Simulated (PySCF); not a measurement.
Correlation energy of Ti⁺ (titanium, charge +1)

[Ar] 3d2 4s1, high-spin 4F determinant. Calculation: PySCF 2.14, in x2c-TZVPPall (6s5p4d2f1g, 64 functions); scalar relativity by spin-free X2C-1e. Frozen: [Ar]; 3 electrons correlated.

```json
{"level": "CCSD", "correlation energy (mhartree)": "-13.86"}
{"level": "(T)", "correlation energy (mhartree)": "-0.08"}
{"level": "CCSD(T)", "correlation energy (mhartree)": "-13.94"}
```

Diagnostics: T1 = 0.0056, D1 = 0.0090, largest double amplitude 0.025.

Cost of the coupled-cluster step: about 2.7 core-seconds, for 3 correlated electrons.

Iterations:

```
CC2 = 0
CCSD nocc = (np.int64(3), np.int64(0)), nmo = (55, 55)
frozen orbitals [[0, 1, 2, 3, 4, 5, 6, 7, 8], [0, 1, 2, 3, 4, 5, 6, 7, 8]]
max_cycle = 100
direct = 0
conv_tol = 1e-08
conv_tol_normt = 1e-06
diis_space = 8
diis_start_cycle = 0
Init t2, MP2 energy = -0.0106926550860429
Init E_corr(UCCSD) = -0.0106926550910518
cycle = 1  E_corr(UCCSD) = -0.012985410283818  dE = -0.00229275519  norm(t1,t2) = 0.0170791
cycle = 2  E_corr(UCCSD) = -0.01357512462803  dE = -0.000589714344  norm(t1,t2) = 0.00642969
cycle = 3  E_corr(UCCSD) = -0.0138746546384252  dE = -0.00029953001  norm(t1,t2) = 0.00281986
cycle = 4  E_corr(UCCSD) = -0.0138542657312535  dE = 2.03889072e-05  norm(t1,t2) = 0.000645411
cycle = 5  E_corr(UCCSD) = -0.0138604581256192  dE = -6.19239437e-06  norm(t1,t2) = 0.000273602
cycle = 6  E_corr(UCCSD) = -0.0138600557448765  dE = 4.02380743e-07  norm(t1,t2) = 4.50525e-05
cycle = 7  E_corr(UCCSD) = -0.0138601792922568  dE = -1.2354738e-07  norm(t1,t2) = 9.41898e-06
cycle = 8  E_corr(UCCSD) = -0.0138601073802323  dE = 7.19120246e-08  norm(t1,t2) = 2.53663e-06
cycle = 9  E_corr(UCCSD) = -0.0138601276596541  dE = -2.02794219e-08  norm(t1,t2) = 3.2781e-07
cycle = 10  E_corr(UCCSD) = -0.0138601255644575  dE = 2.09519669e-09  norm(t1,t2) = 5.43782e-08
UCCSD converged
E(UCCSD) = -852.5487510549759  E_corr = -0.01386012556445746
UCCSD(T) correction = -8.43030087466555e-05
```
